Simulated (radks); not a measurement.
Problem. Pt V, configuration [Kr] 4d10 4f14 5s2 5p5.5 5d6 6d0.5 (fractional occupations, a model configuration). Calculated with a radial shooting solver on a logarithmic mesh with Libxc functionals: Dirac Kohn-Sham, RPBE, spin-unpolarised, spherical densities, finite nucleus; open shells fill j = l - 1/2 first; Fermi nuclear charge, rms radius 5.427 fm. Some entries of the table are withheld. Estimate them.

| orbital | occ. | eigenvalue (Ry) | <r^2> (bohr^2) |
|---|---|---|---|
| 1s1/2 | 2 | -5757.286 | (1) |
| 2s1/2 | 2 | -1014.128 | 0.006146 |
| 2p1/2 | 2 | -972.3617 | 0.004356 |
| 2p3/2 | 4 | -845.3010 | 0.005547 |
| 3s1/2 | 2 | -241.3700 | 0.03995 |
| 3p1/2 | 2 | -222.5715 | (2) |
| 3p3/2 | 4 | -194.6386 | (3) |
| 3d3/2 | 4 | -163.2684 | 0.03298 |
| 3d5/2 | 6 | -157.2470 | 0.03474 |
| 4s1/2 | 2 | -55.11907 | 0.1945 |
| 4p1/2 | 2 | -47.13195 | 0.1989 |
| 4p3/2 | 4 | -40.48084 | 0.2320 |
| 4d3/2 | 4 | -27.38258 | 0.2465 |
| 4d5/2 | 6 | -26.14508 | 0.2584 |
| 5s1/2 | 2 | -11.50947 | 0.9998 |
| 4f5/2 | 6 | -9.41089 | 0.3173 |
| 4f7/2 | 8 | -9.15621 | 0.3263 |
| 5p1/2 | 2 | -8.92675 | 1.165 |
| 5p3/2 | 3.5 | -7.78105 | 1.374 |
| 5d3/2 | 4 | (4) | 2.191 |
| 5d5/2 | 2 | (5) | 2.307 |
| 6s1/2 | 0 | -3.32960 | (6) |
| 6p1/2 | 0 | -2.67131 | (7) |
| 6p3/2 | 0 | -2.47900 | (8) |
| 6d3/2 | 0.5 | -1.64254 | (9) |
| 6d5/2 | 0 | -1.61866 | (10) |

Solution. 
(1) 1s1/2 <r^2> (bohr^2): 0.0004063
(2) 3p1/2 <r^2> (bohr^2): 0.03646
(3) 3p3/2 <r^2> (bohr^2): 0.04291
(4) 5d3/2 eigenvalue (Ry): -4.20848
(5) 5d5/2 eigenvalue (Ry): -4.07139
(6) 6s1/2 <r^2> (bohr^2): 5.308
(7) 6p1/2 <r^2> (bohr^2): 6.822
(8) 6p3/2 <r^2> (bohr^2): 7.828
(9) 6d3/2 <r^2> (bohr^2): 13.72
(10) 6d5/2 <r^2> (bohr^2): 14.16
